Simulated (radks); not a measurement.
Valence configurations of Se+ (all share [Ar]). Method: Dirac Kohn-Sham, PBE, spin-unpolarised, spherical densities, finite nucleus; open shells fill j = l - 1/2 first; Fermi nuclear charge, rms radius 4.14 fm; computed with a radial shooting solver on a logarithmic mesh with Libxc functionals. Energies are relative to 3d10 4s2 4p3; eigenvalues in eV.

[
 {"valence": "3d10 4s2 4p3", "E (eV)": "0.000", "e(3d3/2)": "-63.976", "e(3d5/2)": "-63.080", "e(4p1/2)": "-15.633", "e(4p3/2)": "-15.192", "e(4s1/2)": "-26.766"},
 {"valence": "3d10 4s1 4p4", "E (eV)": "11.666", "e(3d3/2)": "-65.633", "e(3d5/2)": "-64.737", "e(4p1/2)": "-16.354", "e(4p3/2)": "-15.896", "e(4s1/2)": "-27.651"},
 {"valence": "3d8 4s1 4p6", "E (eV)": "129.82", "e(3d3/2)": "-90.119", "e(3d5/2)": "-89.119", "e(4p1/2)": "-20.068", "e(4p3/2)": "-19.452", "e(4s1/2)": "-32.974"},
 {"valence": "3d8.5 4s0.5 4p6", "E (eV)": "102.91", "e(3d3/2)": "-84.543", "e(3d5/2)": "-83.569", "e(4p1/2)": "-19.461", "e(4p3/2)": "-18.877", "e(4s1/2)": "-32.049"},
 {"valence": "3d9 4s2 4p4", "E (eV)": "52.947", "e(3d3/2)": "-76.083", "e(3d5/2)": "-75.137", "e(4p1/2)": "-17.560", "e(4p3/2)": "-17.040", "e(4s1/2)": "-29.548"},
 {"valence": "3d10 4p5", "E (eV)": "23.506", "e(3d3/2)": "-67.230", "e(3d5/2)": "-66.332", "e(4p1/2)": "-17.036", "e(4p3/2)": "-16.563", "e(4s1/2)": "-"},
 {"valence": "3d8 4s2 4p5", "E (eV)": "116.37", "e(3d3/2)": "-88.672", "e(3d5/2)": "-87.673", "e(4p1/2)": "-19.446", "e(4p3/2)": "-18.845", "e(4s1/2)": "-32.229"},
 {"valence": "3d7 4s2 4p6", "E (eV)": "190.77", "e(3d3/2)": "-101.72", "e(3d5/2)": "-100.67", "e(4p1/2)": "-21.306", "e(4p3/2)": "-20.622", "e(4s1/2)": "-34.827"},
 {"valence": "3d10 4s1.5 4p3.5", "E (eV)": "5.810", "e(3d3/2)": "-64.813", "e(3d5/2)": "-63.917", "e(4p1/2)": "-15.998", "e(4p3/2)": "-15.549", "e(4s1/2)": "-27.215"},
 {"valence": "3d9 4s1 4p5", "E (eV)": "65.536", "e(3d3/2)": "-77.628", "e(3d5/2)": "-76.680", "e(4p1/2)": "-18.226", "e(4p3/2)": "-17.690", "e(4s1/2)": "-30.356"}
]

NIST lists [Ar] 3d10 4s2 4p3 as the ground configuration; this level of theory agrees among the configurations tried. The energies are those of spherical spin-averaged densities, not of single terms.
